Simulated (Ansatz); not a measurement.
Cartesian coordinates in Å:
```
F -0.2167 -0.4817 3.4898
Sn 0.5659 0.1740 1.8704
O -0.9292 -0.0591 0.6128
C -0.7452 -0.6014 -0.6483
C -0.0461 0.3699 -1.5785
F 0.2061 -0.1901 -2.7626
F 1.1434 0.7513 -1.0516
F -0.7474 1.4811 -1.7862
H 0.8314 1.8227 2.1349
H 1.8061 -0.9116 1.4654
H -0.1483 -1.5252 -0.6547
H -1.7200 -0.8300 -1.0916
```

Total charge 0; spin multiplicity 1. Sn takes the def2 core potential.

Q: List the CAM-B3LYP/def2-TZVPP orbital energies in eV (Ansatz). (Estimate.)

A: The calculation gave: Occupied: -675.12, -675.00, -674.90, -672.37, -522.88, -285.94, -281.19, -141.99, -96.93, -96.91, -96.83, -38.63, -36.17, -36.10, -33.49, -31.65, -31.06, -31.01, -30.96, -30.54, -29.55, -23.33, -20.71, -18.84, -18.77, -18.04, -16.78, -15.57, -15.45, -15.02, -14.76, -14.04, -14.02, -13.73, -13.55, -12.94, -12.90, -12.43, -11.39, -10.52, -10.18. Lowest empty: 0.21, 0.42, 0.74, 2.17, 2.72, 3.24, 3.42, 3.59.
